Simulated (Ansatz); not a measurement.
Calculated with Ansatz (gas phase, PBE0-D4/def2-TZVP geometries, no zero-point term in ΔE). CCSD(T)/CBS adds triple-zeta CCSD(T) − MP2 to the extrapolated MP2 energy (def2 sets, frozen cores). DFT in def2-TZVPP. For Ge outer-core shells are correlated without core-valence functions, which leaves a few kJ/mol of doubt a bond. Scalar relativity is left out up to krypton. Each species was taken in one conformer, which may not be the lowest.

Consider the redistribution: `[CH3][AlH][SiH2][AlH2]` + `C[CH2][GeH3]` → `[AlH2][CH2][GeH3]` + `[CH3][AlH][SiH2]C`.

CCSD(T)/CBS gives -29.8 kJ/mol.

(1) Another level gave -26.5 kJ/mol. Which?
A. MP2/def2-TZVPP
B. PBE-D4/def2-TZVPP
C. r2SCAN/def2-TZVPP
D. B2PLYP/def2-TZVPP

Largest T1 diagnostic among the species: 0.013.

Answers

(1) C. r2SCAN -26.5, PBE-D4 -16.6, MP2/def2-TZVPP -37.0, B2PLYP -31.8 kJ/mol.

From PBE to PBE0 (25 % exact exchange), in def2-TZVPP and without D4, ΔE moves by −3.8 kJ/mol.
